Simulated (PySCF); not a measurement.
C2H5BO3, SMILES OB1OCOC1.

Geometry: PBE-D3(BJ)/def2-SVP. This is a generated structure with no PubChem entry under its InChIKey; it may be hypothetical. The values are those of a single conformer.

All values below come from PBE-D3(BJ)/def2-SVP (PySCF 2.14.0).

Harmonic, unscaled wavenumbers; measured fundamentals usually lie a few per cent lower.

Question: Estimate the vibrational spectrum. (The exact figures need the calculation; the answer reports its results.)

Answer: 
```csv
mode,ν (cm⁻¹),IR (km/mol),moving atoms (share of kinetic energy)
1,162,1.9,"O 58 %, H 22 %, C 17 %"
2,211,8.7,"H 40 %, O 36 %, C 22 %"
3,346,9.9,"O 54 %, H 19 %, C 15 %, B 11 %"
4,420,5.9,"H 55 %, B 34 %, O 9 %"
5,557,21.6,"O 53 %, H 23 %, C 14 %, B 10 %"
6,582,104.3,"H 60 %, O 23 %, B 14 %"
7,705,0.3,"O 76 %, C 17 %"
8,787,7.3,"C 39 %, O 28 %, H 26 %"
9,863,5.7,"H 43 %, C 25 %, B 25 %"
10,926,216.8,"H 40 %, C 33 %, O 25 %"
11,939,37.2,"C 48 %, H 25 %, O 24 %"
12,1005,37.3,"O 48 %, C 36 %, H 13 %"
13,1088,27.3,"C 38 %, O 30 %, H 30 %"
14,1121,4.9,"H 58 %, C 29 %, O 9 %"
15,1161,4.8,H 88 %
16,1192,6.4,H 87 %
17,1215,50.5,"H 59 %, O 20 %, C 13 %"
18,1286,206.6,"H 36 %, B 31 %, C 21 %, O 12 %"
19,1385,43.1,"H 67 %, B 17 %, O 9 %"
20,1406,46.0,"H 82 %, C 10 %"
21,1464,76.2,"H 77 %, B 12 %, C 8 %"
22,1494,253.9,"B 57 %, H 21 %, O 17 %"
23,2868,119.3,H 93 %
24,2899,47.9,H 93 %
25,3010,50.0,"H 91 %, C 9 %"
26,3041,10.9,"H 92 %, C 8 %"
27,3725,63.5,H 94 %
```
